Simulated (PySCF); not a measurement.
## SiB3H6NO4

The system: SiB3H6NO4, a molecule; neutral, singlet. The structure, one conformer, was relaxed in the gas phase by PBE0-D3(BJ)/def2-SVP. No frequency run checks that it is a minimum.

SMILES: N[SiH2]OB1OBOBO1

```xyz
15

O    -0.596    0.799   -0.016
B    -1.740    1.501    0.239
O    -2.900    0.828    0.521
B    -2.920   -0.546    0.553
O    -1.777   -1.244    0.296
B    -0.599   -0.591    0.005
O     0.518   -1.282   -0.253
Si    2.059   -0.685   -0.639
N     2.698    0.438    0.482
H    -1.729    2.704    0.218
H    -3.942   -1.125    0.809
H     1.939   -0.037   -1.971
H     2.931   -1.885   -0.648
H     3.110    0.132    1.355
H     2.297    1.365    0.561
```
Atoms count from 1 in this order.

Shieldings: GIAO PBE0/pcSseg-1. Shifts are against computed references at the same level: H TMS (σ 31.27 ppm), Si TMS (σ 352.0 ppm). Core levels by delta-SCF with SCAN, pcX-2 on the ionised atom and pcseg-1 elsewhere, spin-free X2C; from the vacuum level, for chosen atoms.

(1) Give the shieldings and core levels atom by atom.

(2) Which of O1, O5, O7 holds its core electrons tightest, and by how much against the loosest?

(3) By CAM-B3LYP/def2-SVPD (TDDFT singlets, Tamm-Dancoff triplets, ionisation by delta-SCF), where does absorption start, and what does vertical ionisation take?

Results:

(1) 
```csv
atoms,bonded to,σ (ppm),δ (ppm),core level (eV)
O1,2 B,139.8,-,1s 539.23
B2,2 O + 1 H,73.5,-,-
O3,2 B,115.3,-,-
B4,2 O + 1 H,73.1,-,-
O5,2 B,140.8,-,1s 539.12
B6,3 O,84.7,-,1s 198.77
O7,1 B + 1 Si,193.0,-,1s 538.32
Si8,1 N + 1 O + 2 H,383.9,-31.9,-
N9,1 Si + 2 H,229.2,-,-
H10,1 B,26.73,4.54,-
H11,1 B,26.68,4.59,-
H12,1 Si,26.26,5.01,-
H13,1 Si,26.61,4.66,-
H14,1 N,29.89,1.38,-
H15,1 N,29.81,1.46,-
```

Values are those of this one static structure; atoms that internal rotation interchanges would show their mean in an NMR spectrum.

Core levels of B2 are left out, their hole states being strongly spin-contaminated.

(2) O1 (bonded to 2 B), by 0.90 eV over O7 (bonded to 1 B + 1 Si).

(3) The lowest singlet lies at 6.92 eV (f 0.060), the lowest triplet at 6.53 eV; vertical ionisation takes 10.45 eV.

The 3 runs behind this took 5.5 min in all, one thread each of Arm Neoverse V2 on a shared host, launched as `OMP_NUM_THREADS=1 python cluster_run.py task.json out`.
